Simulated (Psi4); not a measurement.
Here is a job for Psi4.
```
memory 2 GB

molecule mol {
0 1
C    -0.013287   -0.006567    0.658005
C     0.013287    0.006567   -0.658005
H    -0.020896    0.901691    1.238223
H    -0.028738   -0.926221    1.219823
H     0.028738    0.926221   -1.219823
H     0.020896   -0.901691   -1.238223
}

set {
  basis 6-31g*
  reference rhf
}

energy('qcisd(t)')
print_variables()
```

### Question
What does this run give for the MP2 correlation energy, nuclear repulsion energy, number of basis functions, total energy?

### Answer

| Quantity | Result |
|---|---|
| MP2 correlation energy | -0.2620 Eh |
| nuclear repulsion energy | 33.6665 Eh |
| number of basis functions | 38 |
| total energy | -78.3303 Eh |
